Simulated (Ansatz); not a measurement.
`[F][Sn]([Cl])([Cl])[Br]` → Br• + 2 Cl• + F• + Sn•  (atomization)

Calculated with Ansatz (gas phase, PBE0-D4/def2-TZVP geometries, no zero-point term in ΔE). CCSD(T)/CBS is the MP2 limit (def2-TZVPP, def2-QZVPP) plus CCSD(T) − MP2 in def2-TZVPP, frozen cores. This one scheme is used for every species, atoms too. DFT in def2-TZVPP. B3LYP here is the variant with VWN-RPA as its local correlation; programs differ in this. HSE06 is defined as in plane-wave codes. No spin–orbit coupling; open shells (•) take unrestricted orbitals. Spin–orbit coupling would lower the free atoms: a little for Cl, F; clearly for Br; strongly for Sn. Elements past krypton have def2 core potentials. Bonds to Br, Sn are less sure, by a few kJ/mol each and by 10 to 20 or more in all where they break to atoms, as the def2 sets lack core-valence functions. Scalar relativity is left out up to krypton.

| level | ΔE (kJ/mol) | difference from CCSD(T)/CBS |
| --- | --- | --- |
| LDA (SPW92) | 1639.7 | 225.8 |
| BLYP-D4 | 1351.2 | -62.7 |
| B97M-V | 1423.5 | 9.6 |
| B3LYP-D4 | 1339.5 | -74.4 |
| r2SCAN0-D4 | 1347.1 | -66.8 |
| HSE06-D4 | 1374.9 | -39.0 |
| ωB97X-V | 1395.3 | -18.6 |
| B2PLYP | 1335.2 | -78.7 |
| BLYP | 1308.9 | -105.0 |
| r2SCAN0 | 1341.2 | -72.7 |
| LC-ωPBE | 1353.4 | -60.5 |
| SCS-MP2/def2-TZVPP | 1344.7 | -69.2 |
| HF/def2-QZVPP | 939.6 | -474.3 |
| MP2/def2-QZVPP | 1454.4 | 40.5 |
| SCS-MP2/def2-QZVPP | 1399.2 | -14.7 |
| HF/CBS(def2) | 941.0 | -472.9 |
| CCSD(T)/CBS | 1413.9 | 0 |

Largest T1 diagnostic among the species: 0.011.

From r2SCAN to r2SCAN0 (25 % exact exchange), in def2-TZVPP and without D4, ΔE moves by −54.4 kJ/mol: exact exchange takes away binding that semilocal exchange gives to molecules. Leaving LDA and LC-ωPBE aside and taking each functional with its dispersion term where it has one, the values, not all of them listed here, spread over 135.6 kJ/mol, from BHLYP-D4 to B97M-V. LDA lies +239.7 kJ/mol from PBE without D4, its usual overbinding.

For atomizations the MP2-based limit and the directly extrapolated one differ by several kJ/mol either way, and by 10 to 25 for some Ge, Se and Sn compounds, so smaller differences from it don't rank the levels.
